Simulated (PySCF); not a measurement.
## Electron correlation in In⁺ (indium, charge +1)

[Kr] 4d10 5s2, closed-shell 1S. All numbers are calculated (PySCF 2.14, a scalar-relativistic core potential, in aug-cc-pVTZ-PP with ECP28MDF (6s5p4d2f, 55 functions)). Frozen: 4s2 4p6 4d10; 2 electrons correlated.

With two correlated electrons CCSD is exact within the correlated space (frozen core and kept virtual orbitals).

```json
{"level": "CCSD", "correlation energy (mhartree)": "-32.71"}
```

Diagnostics: T1 = 0.0061, D1 = 0.0087, largest double amplitude 0.096.

Task: Is a single reference adequate?

Result: Mostly. T1 lies below 0.03, but a double amplitude of this size points to a near-degeneracy that CCSD handles and MP2 describes poorly.
